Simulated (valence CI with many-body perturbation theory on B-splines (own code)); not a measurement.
A CI+MBPT run for Bi77+

Calculated by configuration interaction combined with many-body perturbation theory (CI+MBPT): four valence electrons over a frozen Dirac-Fock core [He], radial functions for each j: 11 s, 11 p, 9 d, 7 f, 5 g, 2 h, 1 i, with the one-electron correlation potential Σ1 (screened to all orders), the two-electron term Σ2, the three-electron term Σ3, Breit, model QED; selected single and double excitations, second order for the rest (own B-spline code, finite nucleus).

Command, and the settings that its task file holds:

```sh
python run_cv.py task.json out
```

```
atom Bi  Z=83  mass_number=209  rms_radius_fm=5.5211
core [He]
valence 2s2 2p2
avg = 1
basis = L
breit = 1
cap = 40000
capref = 1200
cscale = 1
de = 0.0
dress = 0
eps = 2e-08
h = 0.27
hh = 1
l2 = 3
lcore = 6
maxit = 60
n2 = 5
natural = 1
nlev = 60
nno = [7, 7, 6, 5, 4, 2, 1]
nroot = 26
nsp = [4, 4, 3, 2, 1, 0, 0]
pt2 = 1
qed = 1
rpa = 1
s1 = 1
s2 = 1
s3 = 1
screen = 1
tol = 2e-05
```

It took 3.5 min on 1 thread of Arm Neoverse V2, on a shared host.

Log. The first blocks belong to the next ion, which gives the ionisation energy. Fields: 2J, parity (1 odd), roots, reference size, generating configurations, candidates as configurations/state functions, variational space P, stored matrix elements, Davidson steps; e2 is the range of second-order energies in hartree. The first line gives the box (bohr), its intervals, the orbitals and the steps of their self-consistent field. Window is the range of levels sought, series limit the energy at which the first omitted orbital would enter, core excitation an estimate of the first excitation out of the core, left out the lowest levels not solved, and shifts from estimates the range by which levels moved from their first estimate, all in cm⁻¹.

```
rmax 1.1 intervals 53 orbitals 81 references ['2s2 2p2', '2s 2p3', '2p4'] scf 2 t 0.4
2J=1 par=1 roots 2 ref 40 generators 2 cand 2895/4152 P 1806/2743 nnz 1.6e+06 it 5
2J=1 par=1 roots 2 ref 40 generators 2 cand 1121/1449 P 2054/3137 nnz 2.1e+06 it 4
   second order: generators 2 cand 873/1055 e2 -0.00000 -0.00000
reference levels 672, estimated 467, window 136541782 1/cm; series limit 167226248, core excitation 612696383
2J=0 par=0 roots 12 ref 38 generators 11 cand 18455/31048 P 5372/8000 nnz 3.6e+06 it 5
2J=0 par=0 roots 12 ref 38 generators 16 cand 17216/28962 P 13276/21873 nnz 2.2e+07 it 6
   second order: generators 20 cand 12848/21157 e2 -0.00003 -0.00000
2J=2 par=0 roots 21 ref 82 generators 14 cand 27067/97267 P 2691/7999 nnz 5.1e+06 it 5
2J=2 par=0 roots 21 ref 82 generators 20 cand 26916/97337 P 11512/39999 nnz 7.4e+07 it 8
   second order: generators 25 cand 24547/86504 e2 -0.00075 -0.00017
2J=4 par=0 roots 22 ref 91 generators 14 cand 27938/131835 P 2490/7999 nnz 5.6e+06 it 5
2J=4 par=0 roots 22 ref 91 generators 20 cand 29378/142702 P 9713/40000 nnz 8.1e+07 it 7
   second order: generators 24 cand 27225/136659 e2 -0.00136 -0.00049
2J=4 par=1 roots 19 ref 99 generators 14 cand 27932/131668 P 2395/7998 nnz 5.8e+06 it 6
2J=4 par=1 roots 19 ref 99 generators 18 cand 26727/127409 P 9541/40000 nnz 8.3e+07 it 7
   second order: generators 22 cand 19581/95407 e2 -0.00127 -0.00030
2J=2 par=1 roots 20 ref 88 generators 15 cand 25149/92428 P 2856/8000 nnz 5.2e+06 it 5
2J=2 par=1 roots 20 ref 88 generators 20 cand 25694/93150 P 11843/39999 nnz 7.7e+07 it 7
   second order: generators 25 cand 20938/74286 e2 -0.00044 -0.00008
2J=6 par=1 roots 9 ref 76 generators 8 cand 24500/130270 P 2555/7999 nnz 5.6e+06 it 5
2J=6 par=1 roots 9 ref 76 generators 11 cand 23167/125987 P 9206/40000 nnz 9.1e+07 it 8
   second order: generators 16 cand 21855/121805 e2 -0.00053 -0.00022
2J=0 par=1 roots 8 ref 34 generators 7 cand 14801/23663 P 5208/8000 nnz 3.7e+06 it 5
2J=0 par=1 roots 8 ref 34 generators 12 cand 13779/21726 P 10874/17649 nnz 1.6e+07 it 5
   second order: generators 15 cand 11894/19115 e2 -0.00002 -0.00000
2J=6 par=0 roots 12 ref 61 generators 7 cand 25841/142814 P 2331/7999 nnz 5.7e+06 it 6
2J=6 par=0 roots 12 ref 61 generators 12 cand 30155/177827 P 8317/39998 nnz 9.1e+07 it 8
   second order: generators 15 cand 26669/155784 e2 -0.00105 -0.00042
2J=8 par=1 roots 3 ref 44 generators 3 cand 14318/79536 P 2331/7996 nnz 6e+06 it 5
2J=8 par=1 roots 3 ref 44 generators 4 cand 14166/78895 P 6911/31980 nnz 8.1e+07 it 7
   second order: generators 7 cand 12488/75207 e2 -0.00006 -0.00004
2J=8 par=0 roots 5 ref 28 generators 3 cand 16394/99324 P 2345/8000 nnz 5.7e+06 it 5
2J=8 par=0 roots 5 ref 28 generators 6 cand 17793/117777 P 7638/39998 nnz 1.2e+08 it 5
   second order: generators 7 cand 15241/103703 e2 -0.00011 -0.00004
2J=10 par=0 roots 2 ref 8 generators 2 cand 8561/47676 P 2364/7992 nnz 8e+06 it 4
2J=10 par=0 roots 2 ref 8 generators 2 cand 7341/42190 P 4685/21482 nnz 5.5e+07 it 5
   second order: generators 3 cand 8596/57117 e2 -0.00005 -0.00003
left out: unestimated 157281050, estimated 145468493, shifts from estimates -102 to 142
operators 0.1
```

The Davidson iterations converged.

The last digits are not significant, and no measured levels were compared; by estimate large intervals hold to a few tenths of a per cent, small ones and those within an open d or f shell to about a per cent. Among the levels kept, up to 280 cm⁻¹ of a level comes from second order outside the variational space, and about a tenth of that is noise between levels of different J, which matters for small intervals.

| Property | Result |
| --- | --- |
| Valence energy | -3664.568 hartree |
| Ionisation energy | 24155 eV (NIST: 24150 ± 120 eV (theoretical)) |
| Reference configurations for the orbitals | 2s2 2p2, 2s 2p3, 2p4 |
| Radial orbitals | 81 |
| Box radius | 1.081 bohr |
| Largest variational space | 40000 |
| Lowest levels | (2s^2 2p1/2^2) J=0 0.0, (2s^2 2p1/2 2p3/2) J=1 2421.0, (2s^2 2p1/2 2p3/2) J=2 2438.9, (2s 2p1/2^2 2p3/2) J=2 2788.6, (2s 2p1/2^2 2p3/2) J=1 2891.5, (2s^2 2p3/2^2) J=2 4893.7, (2s^2 2p3/2^2) J=0 4968.4, (2s 2p1/2 2p3/2^2) J=2 [a] 5177.4, (2s 2p1/2 2p3/2^2) J=3 5223.7, (2s 2p1/2 2p3/2^2) J=0 5302.5, (2s 2p1/2 2p3/2^2) J=1 [a] 5328.8, (2s 2p1/2 2p3/2^2) J=2 [b] 5336.3, (2s 2p1/2 2p3/2^2) J=1 [b] 5342.0, (2p1/2^2 2p3/2^2) J=2 5724.8 eV |

Levels are named by their leading jj configuration (3d3/2^4 stands for four electrons in 3d with j = 3/2), which in mixed levels can hold well under half, so a name can repeat and another be missing. Letters in brackets count levels of one name in rising energy.
